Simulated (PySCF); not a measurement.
# Se²⁺: ionisation energy

Se²⁺ [Ar] 3d10 4s2 4p2 (3P) → Se³⁺ [Ar] 3d10 4s2 4p1 (2P), as a difference of total energies. Calculation: PySCF 2.14, in dyall-av2z (16s12p8d, 92 functions); no relativity, point nucleus. Correlated levels: valence: [Ar] 3d10 frozen; virtual orbitals above 40 to 60 times the deepest correlated orbital energy dropped. The calculations carry no spin-orbit coupling.

```tsv
method	ionisation energy (eV)
UHF	30.876
MP2 (valence)	31.169
SCS-MP2 (valence)	31.096
CCSD (valence)	31.199
CCSD(T) (valence)	31.208
```

Question: How much does correlation contribute at CCSD(T) (valence)?

Answer: 31.208 − (30.876) = 0.332 eV, measured against UHF.

A first-order spin-orbit estimate (lowest level to lowest level, LS coupling) adds -0.035 eV.

These non-relativistic numbers lack the scalar-relativistic shift.

Errors of the correlated levels include the incompleteness of this basis and the frozen core.

For comparison: 31.697 ± 0.019 eV (measured; NIST Atomic Spectra Database, ionization energies).
